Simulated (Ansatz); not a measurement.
One change: `C[O][Ti]([OH])([O]C)[S]C` becomes `C[O][Ti]([OH])([O]C)[O]C`.

Ansatz, PBE0-D4/def2-TZVP geometries, multiplicity 1. Each molecule was computed in one conformer, which needn't be the lowest.

Scalar relativity is left out up to krypton.

```
                                          property  `C[O][Ti]([OH])([O]C)[S]C`
                 HOMO energy (PBE/def2-TZVPP) / eV                       -5.29
size of the dipole moment (ωB97M-V/def2-TZVPP) / D                        1.87
              HOMO–LUMO gap (PBE0/def2-TZVPP) / eV                        5.14
  size of the dipole moment (B3LYP/def2-TZVPP) / D                        1.81
           HOMO–LUMO gap (ωB97M-V/def2-TZVPP) / eV                        9.44
                 LUMO energy (PBE/def2-TZVPP) / eV                       -2.28
```

Q: What does the change do to each property? (Best estimate.)

A: The calculation gave: 
| property | `C[O][Ti]([OH])([O]C)[O]C` | shift |
| --- | --- | --- |
| HOMO energy (PBE/def2-TZVPP) / eV | -6.17 | -0.88 |
| size of the dipole moment (ωB97M-V/def2-TZVPP) / D | 0.87 | -1.00 |
| HOMO–LUMO gap (PBE0/def2-TZVPP) / eV | 6.95 | 1.81 |
| size of the dipole moment (B3LYP/def2-TZVPP) / D | 0.91 | -0.90 |
| HOMO–LUMO gap (ωB97M-V/def2-TZVPP) / eV | 11.25 | 1.81 |
| LUMO energy (PBE/def2-TZVPP) / eV | -1.72 | 0.56 |

With PBE0 the HOMO falls by 1.22 eV and the LUMO rises by 0.59 eV, so the gap widens by about 1.81 eV. PBE moves the HOMO by -0.88 eV and ωB97M-V by -1.42 eV. Dipoles are sizes alone; their direction can turn.

B3LYP here is the variant with VWN-RPA as its local correlation; programs differ in this.
